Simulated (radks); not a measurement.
Spherical quantum dot in the effective-mass picture: electrons in a parabolic well V = omega^2 r^2 / 2 with omega = 1.15, with a point charge +2 (a donor) at the centre, all in effective atomic units (hartree* = m*/eps^2 hartree, bohr* = eps/m* bohr), one dielectric constant everywhere. Method: non-relativistic Kohn-Sham, exchange-only LDA, spin-polarised, spherical densities; computed with a radial shooting solver with Libxc functionals. Levels are named by radial order and angular momentum (1s, 1p, 1d, 2s, ...), and open shells are averaged over m. Results are scaled to m* = 0.205 and eps = 10.6, for which hartree* = 49.65 meV and bohr* = 2.736 nm. Each electron was tried in the lowest free levels, single moves between levels near the top were tried too, and the lowest total energy was kept; such a search can miss a lower state. At N = 1 the Hartree and exchange-correlation terms need not cancel, so that row can carry a self-interaction error.

N	open shells	2S	E (meV)	addition energy mu(N+1) - mu(N) (meV)	e(HOMO) (meV)	rms radius (nm)
1	1s(up 1, down 0)	1	-74.5205	67.96	-48.947	1.982
2	none	0	-81.0831	140.8	14.811	2.194
3	1p(up 1, down 0)	1	53.1323	27.56	147.75	2.890
4	1p(up 2, down 0)	2	214.912	28.06	175.85	3.244
5	1p(up 3, down 0)	3	404.753	38.13	203.76	3.487
6	1p(up 3, down 1)	2	632.721	24.04	239.70	3.691
7	1p(up 3, down 2)	1	884.733	24.81	264.40	3.859
8	none	0	1161.55	44.17	289.21	4.006
9	2s(up 1, down 0)	1	1482.54	25.58	332.32	4.196
10	none	0	1829.10	45.55	357.71	4.362
11	1d(up 1, down 0)	1	2221.21	20.57	402.41	4.521
12	1d(up 2, down 0)	2	2633.89	20.45	422.93	4.661
13	1d(up 3, down 0)	3	3067.02	20.28	443.31	4.788
14	1d(up 4, down 0)	4	3520.44	20.09	463.49	4.904
15	1d(up 5, down 0)	5	3993.94	26.33	483.48	5.012
16	1d(up 5, down 1)	4	4493.78	18.91	509.29	5.114
17	1d(up 5, down 2)	3	5012.52	18.86	528.18	5.211
18	1d(up 5, down 3)	2	5550.12	18.76	547.00	5.302
19	1d(up 5, down 4)	1	6106.48	18.63	565.69	5.389
20	none	0	6681.46	53.78	584.25	5.472
21	1f(up 1, down 0)	1	7310.23	17.11	637.33	5.572
22	1f(up 2, down 0)	2	7956.10	17.03	654.40	5.666
23	1f(up 3, down 0)	3	8619.00	16.94	671.39	5.755
24	1f(up 4, down 0)	4	9298.84	16.84	688.28	5.839
25	1f(up 5, down 0)	5	9995.53	-	705.06	5.920

All shells are closed at N = 2, 8, 10, 20 (there: 1s2 1p6 1d10 2s2); the second difference of the energy has clear peaks (12 % above both neighbours; the first and last values, which can be the largest, are not judged, and half-filled shells can peak too) at N = 2, 5, 8, 10, 15, 20.
